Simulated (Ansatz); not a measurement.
1-butyl-3-methylimidazolium dicyanamide (C10H15N5), relaxed as a singlet with RKS r2SCAN-D4/def2-SVP in Ansatz, starting from the GFN2-xTB geometry. Force threshold 0.03 eV/Å.

Start:

```xyz
30

C     1.797    3.727    0.916
C     1.250    2.596    0.052
C    -0.260    2.433    0.222
C    -0.836    1.323   -0.662
N    -0.324    0.033   -0.273
C     0.718   -0.624   -0.842
C     0.876   -1.799   -0.172
N    -0.069   -1.838    0.807
C    -0.282   -2.950    1.685
C    -0.790   -0.724    0.718
H     1.329    4.672    0.649
H     2.870    3.826    0.776
H     1.604    3.536    1.969
H     1.470    2.805   -0.996
H     1.755    1.665    0.321
H    -0.489    2.221    1.270
H    -0.755    3.367   -0.044
H    -1.924    1.291   -0.595
H    -0.578    1.477   -1.710
H     1.244   -0.230   -1.687
H     1.554   -2.611   -0.334
H    -1.096   -2.734    2.371
H     0.629   -3.173    2.239
H    -0.541   -3.825    1.040
H    -1.634   -0.483    1.332
N    -0.825   -4.552   -0.584
C    -1.246   -3.830   -1.396
N    -1.707   -3.096   -2.321
C    -1.817   -1.829   -2.347
N    -1.922   -0.672   -2.403
```

**Question.** Estimate the energy that the relaxation releases and the steps that it takes.

**Answer.** 8.9 kcal/mol, in 29 steps; 4.5 min on 4 threads of AMD EPYC 7R43 on a shared host. No frequencies were taken in this run, so the end may be a saddle point.

**Question.** Does the start keep its bonding?

**Answer.** By distances, no bond broke or formed. The bond that changes most is C27–N28, from 1.27 to 1.30 Å (atoms count from 1).

**Question.** Predict the relaxed structure.

**Answer.** 
```csv
atom,x (Å),y (Å),z (Å)
C1,1.558,3.852,1.076
C2,1.301,2.645,0.181
C3,-0.186,2.386,-0.052
C4,-0.485,1.207,-0.970
N5,0.018,-0.065,-0.436
C6,1.108,-0.784,-0.883
C7,1.148,-1.947,-0.163
N8,0.091,-1.904,0.722
C9,-0.286,-2.989,1.619
C10,-0.588,-0.766,0.530
H11,1.137,4.771,0.637
H12,2.635,4.018,1.230
H13,1.095,3.717,2.067
H14,1.800,2.789,-0.796
H15,1.766,1.747,0.629
H16,-0.701,2.235,0.915
H17,-0.657,3.276,-0.505
H18,-1.567,1.053,-1.126
H19,-0.009,1.338,-1.954
H20,1.740,-0.423,-1.690
H21,1.788,-2.821,-0.244
H22,-1.251,-2.745,2.081
H23,0.480,-3.110,2.399
H24,-0.383,-3.901,1.008
H25,-1.525,-0.490,1.007
N26,-0.549,-4.312,-1.206
C27,-1.404,-3.584,-1.577
N28,-2.346,-2.814,-2.042
C29,-2.692,-1.704,-1.466
N30,-3.035,-0.674,-0.991
```
Bond lengths: 10 × C–N 1.18 to 1.47 Å; 4 × C–C 1.37 to 1.53 Å; 15 × C–H 1.09 to 1.11 Å.
